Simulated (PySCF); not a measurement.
Do core-level shifts follow atomic charges?

Species: C5H14AlN.
Z-matrix (Å and degrees, PBE0-D3(BJ)/def2-SVP geometry), rows numbered from 1:
```
C 
C   1  1.3429
Al  2  1.9796  1  123.44
N   3  2.0763  2   99.93  1   117.00
C   3  1.9989  2  116.25  1    10.13
C   5  1.5284  3  112.68  2  -173.30
C   5  1.5297  3  113.03  2    59.97
H   1  1.0985  2  121.74  3    -1.38
H   1  1.0992  2  123.37  3   177.98
H   2  1.1034  1  114.79  3  -177.52
H   3  1.6121  2  117.55  1  -137.84
H   4  1.0212  3  111.86  2  -177.12
H   4  1.0208  3  111.89  2    62.32
H   4  1.0213  3  110.27  2   -57.42
H   5  1.1085  3  105.20  2   -56.56
H   6  1.1066  5  112.44  3   177.61
H   6  1.1016  5  112.13  3    56.39
H   6  1.1066  5  111.82  3   -63.13
H   7  1.1072  5  111.79  3    66.90
H   7  1.1027  5  112.61  3   -53.61
H   7  1.1064  5  112.40  3  -174.74
```

Binding energies: PySCF 2.14.0, delta-SCF UKS SCAN, pcX-2 on the ionised atom, pcseg-1 elsewhere, spin-free X2C. Charges: PBE0/pcSseg-1 ground-state density, for the ionised atom.

```
atom           environment  C 1s (eV)  Mulliken (e)  IAO (e)  Hirshfeld (e)  ESP (e)
  C5         sp3 CH carbon     288.90        -0.661   -0.446         -0.170   +0.344
  C2      alkene CH carbon     288.91        -0.539   -0.481         -0.215   -0.369
  C1  terminal =CH2 carbon     289.70        -0.212   -0.280         -0.105   -0.371
  C6         methyl carbon     289.99        -0.238   -0.389         -0.125   -0.552
  C7         methyl carbon     290.12        -0.265   -0.390         -0.125   -0.437
```

Task: Give the correlation coefficient and slope of binding energy on charge for each scheme.

Result: Mulliken: r = 0.92, slope 2.6 eV per e; Hirshfeld: r = 0.84, slope 11.0 eV per e; IAO: r = 0.62, slope 4.8 eV per e; ESP: r = -0.69, slope -1.1 eV per e. Mulliken charges have the highest r, on only 5 points.

Task: The point-charge model writes a binding energy as kq + V + constant, with V the potential of the other atoms' charges at the site. What does it give with the Mulliken charges?

Result: V = Σ 14.40 eV Å × q/r over all other atoms: +4.94 eV at C5, +4.56 eV at C2, +0.15 eV at C1, +1.11 eV at C6, +1.19 eV at C7. Fitting binding energy − V to q gives k = 13.2 eV per e and leaves an rms residual of 0.42 eV, against 0.21 eV for the fit on q alone. The model has no term for differences in relaxation between sites.

Isolated species at its PBE0-D3(BJ)/def2-SVP geometry (one conformer only).
